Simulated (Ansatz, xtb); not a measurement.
CH4NSn−: which of two isomers lies lower

Structure X: `[H]/[N]=[Sn-]\[CH3]`, a singlet. Structure Y: `C=[N][SnH2-]`, a singlet. Both are isolated ions in the gas phase, relaxed with PBE0-D3(BJ)/def2-SVPD; the shapes shown needn't be the lowest conformers.

X (Å):

```xyz
7

C     0.1220    0.1025    0.3967
N    -2.2178    0.2606   -1.9678
Sn   -2.0781   -0.3151   -0.0754
H     0.6501   -0.8198    0.6993
H     0.2245    0.8248    1.2267
H     0.6293    0.5184   -0.4908
H    -1.3001    0.6014   -2.2865
```

Y (Å):

```xyz
7

C     0.7230    0.4957   -0.3569
N    -0.0132   -0.0824   -1.1945
Sn   -2.1903    0.1243   -1.1169
H     1.8386    0.4513   -0.4347
H     0.3539    1.0834    0.5208
H    -2.1692    0.7693    0.5830
H    -2.4066   -1.5678   -0.5387
```

Problem. Estimate which is lower in electronic energy at CCSD(T)/def2-SVPD + ΔMP2/def2-TZVPPD, and by roughly how much.

Solution. The CCSD(T)/def2-SVPD + ΔMP2/def2-TZVPPD calculation puts structure X lower, by 7.8 kcal/mol.

How the difference moves with the method:

```
                               level               geometry  E(Y) − E(X) (kcal/mol)  departure from the last row (kcal/mol)  job, with rough time for the two
                            GFN2-xTB               GFN2-xTB                     −21.0                                   −28.8               optimisation, 0.1 s
                           HF/STO-3G               GFN2-xTB                     −15.5                                   −23.4              single point, 0.52 s
                 r2SCAN-D4/def2-SVPD               GFN2-xTB                      +0.8                                    −7.1               single point, 3.6 s
               PBE0-D3(BJ)/def2-SVPD  PBE0-D3(BJ)/def2-SVPD                      +0.9                                    −7.0             optimisation, 1.8 min
                        HF/def2-SVPD  PBE0-D3(BJ)/def2-SVPD                     −11.6                                   −19.4           part of the CCSD(T) run
                       MP2/def2-SVPD  PBE0-D3(BJ)/def2-SVPD                      +9.4                                    +1.5           part of the CCSD(T) run
                   CCSD(T)/def2-SVPD  PBE0-D3(BJ)/def2-SVPD                      +3.4                                    −4.5                      single point
CCSD(T)/def2-SVPD + ΔMP2/def2-TZVPPD  PBE0-D3(BJ)/def2-SVPD                      +7.8                                                        single point, 29 s
```

As drawn, Y has 1 C=N, 1 N–Sn, 2 Sn–H in place of 1 N–H, 1 N=Sn, 1 C–Sn, 1 C–H.

GFN2-xTB, HF/STO-3G, HF/def2-SVPD put the two in the other order. The largest departure from CCSD(T)/def2-SVPD + ΔMP2/def2-TZVPPD is that of GFN2-xTB, 28.8 kcal/mol. The last row adds to CCSD(T) the change of the MP2 difference between the two basis sets, here +4.5 kcal/mol, a large step that makes the value less sure.

With harmonic frequencies from PBE0-D3(BJ)/def2-SVPD (ideal gas, rigid rotor, one conformer each, 298.15 K, 1 atm): on the last row, ΔE + ΔZPE = +3.7, ΔH = +3.5, ΔG = +4.3 kcal/mol.

The correlated steps freeze 6 core orbitals; the filled d shell of Sn is correlated, in a basis made for valence electrons. Atoms past krypton carry core potentials in the def2 sets, other sets are all-electron and non-relativistic, and no spin–orbit term is included. Mirror images aren't counted in ΔG. Codes used: Ansatz 0.2.0, xtb 6.7.1; the last row on 2 threads of Arm Neoverse V2 on a shared host.
